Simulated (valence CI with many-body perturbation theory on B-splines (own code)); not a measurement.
**Valence orbitals of Bi⁵¹⁺**

Computed by configuration interaction combined with many-body perturbation theory (CI+MBPT): four valence electrons over a frozen Dirac-Fock core [Ar] 3d10, radial functions for each j: 11 s, 11 p, 10 d, 8 f, 5 g, 2 h, with the one-electron correlation potential Σ1, the two-electron term Σ2, the three-electron term Σ3, Breit, model QED; selected CI, second order for the rest, scaled by the run's own slope (own B-spline code, finite nucleus).

The last digits are not significant, and no measured levels were compared; by estimate large intervals hold to a few tenths of a per cent, small ones and those within an open d or f shell to about a per cent. Among the levels kept, up to 400 cm⁻¹ of a level comes from second order outside the variational space, and about a tenth of that is noise between levels of different J, which matters for small intervals.

These are the spectroscopic orbitals of the CI (the correlating ones are not listed), shaped by the core and the other valence electrons. h is the expectation value of the core's Dirac-Fock operator, without the valence repulsion; Σ1 is computed up to l = 3 at one energy for each symmetry, that of its lowest orbital but kept below the first core excitation, so for empty shells it is not the orbital's own correlation shift; Breit and QED include the response of the core.

| Orbital | h (hartree) | Σ1 (cm⁻¹) | Breit (cm⁻¹) | QED (cm⁻¹) | ⟨r⟩ (bohr) |
| --- | --- | --- | --- | --- | --- |
| 4s1/2 | -125.18 | -15572 | 23521 | 17916 | 0.3360 |
| 5s1/2 | -75.295 | -5730 | 10602 | 8293 | 0.5606 |
| 6s1/2 | -50.279 | -2799 | 5549 | 4445 | 0.8447 |
| 7s1/2 | -35.949 | -1602 | 3308 | 2667 | 1.185 |
| 8s1/2 | -26.977 | -1008 | 2132 | 1726 | 1.584 |
| 9s1/2 | -20.989 | -678 | 1455 | 1181 | 2.040 |
| 4p1/2 | -120.72 | -16798 | 36826 | 1453 | 0.3313 |
| 5p1/2 | -73.106 | -6220 | 16745 | 685 | 0.5614 |
| 6p1/2 | -49.06 | -3086 | 8907 | 375 | 0.8494 |
| 7p1/2 | -35.203 | -1781 | 5357 | 228 | 1.195 |
| 8p1/2 | -26.488 | -1127 | 3473 | 149 | 1.597 |
| 9p1/2 | -20.651 | -761 | 2380 | 102 | 2.058 |
| 4p3/2 | -113.82 | -13866 | 20533 | 2728 | 0.3530 |
| 5p3/2 | -69.838 | -5478 | 9494 | 1289 | 0.5890 |
| 6p3/2 | -47.255 | -2795 | 5700 | 710 | 0.8829 |
| 7p3/2 | -34.102 | -1637 | 3457 | 433 | 1.234 |
| 8p3/2 | -25.767 | -1047 | 2255 | 283 | 1.643 |
| 9p3/2 | -20.154 | -712 | 1552 | 196 | 2.109 |
| 4d3/2 | -107.12 | -16293 | 16691 | -753 | 0.3388 |
| 5d3/2 | -66.615 | -6255 | 7825 | -328 | 0.5827 |
| 6d3/2 | -45.463 | -3182 | 4300 | -175 | 0.8835 |
| 7d3/2 | -33.003 | -1864 | 2624 | -105 | 1.242 |
| 8d3/2 | -25.045 | -1193 | 1719 | -67.7 | 1.658 |
| 4d5/2 | -105.65 | -15140 | 10623 | 10.2 | 0.3446 |
| 5d5/2 | -65.898 | -5815 | 4785 | 32.1 | 0.5899 |
| 6d5/2 | -45.058 | -2962 | 2641 | 25.4 | 0.8921 |
| 7d5/2 | -32.753 | -1737 | 1597 | 18.2 | 1.252 |
| 8d5/2 | -24.879 | -1112 | 1041 | 13.1 | 1.669 |
| 4f5/2 | -98.589 | -15562 | 7189 | -560 | 0.3106 |
| 5f5/2 | -62.735 | -5071 | 3064 | -264 | 0.5649 |
| 6f5/2 | -43.337 | -2530 | 1607 | -147 | 0.8744 |
| 7f5/2 | -31.706 | -1486 | 959 | -90.7 | 1.241 |
| 4f7/2 | -98.169 | -14704 | 3206 | -254 | 0.3130 |
| 5f7/2 | -62.5 | -4808 | 1406 | -110 | 0.5678 |
| 6f7/2 | -43.198 | -2410 | 763 | -58.8 | 0.8779 |
| 7f7/2 | -31.618 | -1421 | 462 | -35.4 | 1.245 |
| 5g7/2 | -60.805 |  | 354 | -66.9 | 0.5145 |
| 6g7/2 | -42.249 |  | 286 | -45.8 | 0.8283 |
| 7g7/2 | -31.033 |  | 200 | -31.1 | 1.200 |
| 5g9/2 | -60.706 |  | 19.4 | 2.6 | 0.5159 |
| 6g9/2 | -42.191 |  | 17.5 | -5.0 | 0.8299 |
| 7g9/2 | -30.996 |  | 10.7 | -5.2 | 1.202 |
| 6h9/2 | -41.997 |  |  |  | 0.7447 |
| 6h11/2 | -41.96 |  |  |  | 0.7457 |

Among the shells of the start configuration 4s2 4p2, Σ1 is largest in size for 4p1/2, where it is 0.063 % of h.

Lowest root of each symmetry, sizes in configuration state functions:

```csv
J,Parity,Roots,Reference,Variational,Second order,Change by selected CI (cm⁻¹),Change by second order (cm⁻¹)
0,even,11,43,20300,54978,-6076,0
1,even,18,88,31998,196019,-5265,-28
2,even,27,127,32000,366255,-5889,-94
3,even,19,108,31991,431050,-7286,-137
4,even,13,91,31994,416981,-11602,-191
5,even,4,52,31994,313330,-6185,-33
0,odd,8,44,22470,67733,-5352,-2
1,odd,21,119,31999,221824,-5926,-45
2,odd,27,157,31997,372537,-4751,-111
3,odd,24,157,31993,449270,-7848,-209
4,odd,16,129,31996,417674,-6874,-187
5,odd,7,87,31995,354402,-9236,-149
6,odd,2,46,25903,236456,-10786,-28
```
